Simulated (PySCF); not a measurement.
# Frontier orbitals and the lowest excitations

Compound: C5H5FO2.
Z-matrix (Å and degrees, GFN2-xTB geometry), rows numbered from 1:
```
O 
C   1  1.2053
O   2  1.3335  1  123.53
C   2  1.4794  1  123.60  3   179.96
F   4  1.3560  2  115.69  1   179.93
C   4  1.3175  2  123.44  1    -0.09
C   6  1.4601  4  147.53  2     0.09
C   6  1.4628  4  150.16  2  -179.95
H   3  0.9695  2  110.34  1     0.01
H   7  1.0800  6  117.94  8   108.90
H   7  1.0800  6  117.93  8  -108.91
H   8  1.0807  6  118.11  7   108.58
H   8  1.0807  6  118.08  7  -108.59
```

Level of theory: PySCF 2.14.0, density-fitted response routines, TDDFT CAM-B3LYP/def2-SVPD, vertical, gas phase, core orbitals frozen in the response.

Frontier orbitals with the atoms that hold most of them (Löwdin shares over 4%, at most four atoms; ? is withheld):

```
orbital  ε (eV)                             atoms
 HOMO-3  -11.14            O3 45%, O1 36%, C2 12%
 HOMO-2  -10.96     C6 36%, C7 21%, C8 20%, C4 4%
 HOMO-1   -9.92                                 ?
   HOMO       ?                                 ?
   LUMO   -0.41    C6 22%, C2 20%, C4 15%, O1 15%
 LUMO+1    1.02     O3 29%, C2 17%, H9 15%, C4 9%
 LUMO+2    1.43  C8 23%, O3 13%, H12 11%, H13 11%
```

(1) Give the leading atoms of the HOMO.

(2) Give the leading atoms of the HOMO-1.

(3) What is the HOMO energy, and the HOMO–LUMO gap?

Answers

(1) C6 (bonded to 3 C) 30%; C4 (bonded to 2 C and F) 29%; F5 (bonded to C) 15%; O1 (bonded to C) 9%. By element: carbon 59% or more, fluorine 15%, oxygen 9% or more.

(2) O1 (bonded to C) 64%; O3 (bonded to C and H) 11%; C2 (bonded to C and 2 O) 9%; C4 (bonded to 2 C and F) 5%. By element: oxygen 75%, carbon 14% or more.

(3) ε(HOMO) = -9.14 eV; the gap is 8.74 eV (0.3211 hartree).

How does S1 compare with the orbital gap of 8.74 eV?

S1 is at 5.21 eV (f = 0.0000), 3.53 eV below the gap, made of HOMO-1→LUMO (92%). Its leading pair isn't HOMO and LUMO; the energies of that pair differ by 9.51 eV. Without the coupling terms of the response equations the lowest excitation would equal the gap.

Give energy, strength and leading configuration of S1, S2 and S3, and follow the Löwdin shares of the leading atoms from the occupied to the empty orbital.

- S1 (5.21 eV, f 0.0000), HOMO-1→LUMO (92%): O1 64% → 15%, O3 11% → at most 15%, C6 at most 5% → 22%, C2 9% → 20%
- S2 (5.92 eV, f 0.400), HOMO→LUMO (97%): C6 30% → 22%, C4 29% → 15%, C2 at most 10% → 20%
- S3 (6.55 eV, f 0.0000), HOMO-2→LUMO (96%): C6 36% → 22%, C7 21% → at most 15%, C2 at most 5% → 20%

One conformer stands for the species.
